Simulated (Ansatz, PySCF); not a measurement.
Gas-phase reaction in SMILES: COB(O)O [methoxyboronic acid] -> COB([O])O + H atom (the H-O bond at the site shown breaks; other sites are not compared here)
Structures are relaxed separately at B3LYP-D3(BJ)/def2-TZVP in Ansatz (a first-principles code), one conformer each, not searched for the lowest.
Geometry of the first species:
```
O
B 1 1.3631
O 2 1.3697 1 120.59
H 3 0.9619 2 112.38 1 180.00
O 2 1.3725 1 119.71 3 180.00
H 5 0.9621 2 112.39 1 0.00
C 1 1.4244 2 120.74 3 0.00
H 7 1.0886 1 107.35 2 180.00
H 7 1.0915 8 109.39 1 -120.52
H 7 1.0915 8 109.39 9 -118.96
```
Charge 0, spin multiplicity 1.

Wanted: bond dissociation energy (0 K, with B3LYP-D3(BJ) harmonic zero-point energies from PySCF), in kJ/mol. Correlated levels leave the core frozen unless marked. Open shells are spin-unrestricted. No spin-orbit coupling. Non-relativistic. CBS marks a two-point X^-3 extrapolation of the correlation energy; Hartree-Fock from the larger set.

```csv
level,program,bond dissociation energy (kJ/mol),minus last row
HF/6-31G,Ansatz,320.2,-177.2
PBE/def2-TZVPD,Ansatz,471.3,-26.1
PBE-D4/def2-TZVPD,Ansatz + dftd4,472.7,-24.7
revPBE-D4/def2-TZVPD,Ansatz + dftd4,462.1,-35.3
BHLYP/def2-TZVPD,Ansatz,459.7,-37.7
B2GP-PLYP/def2-TZVPD,Ansatz,480.6,-16.8
PBE-QIDH/def2-TZVPD,Ansatz,479.1,-18.3
MP2/6-31G,Ansatz,422.5,-74.9
CCSD(T)/STO-3G,Ansatz,405.6,-91.8
"CCSD(T)/CBS(cc-pVTZ,cc-pVQZ)",Ansatz,497.4,0.0
```
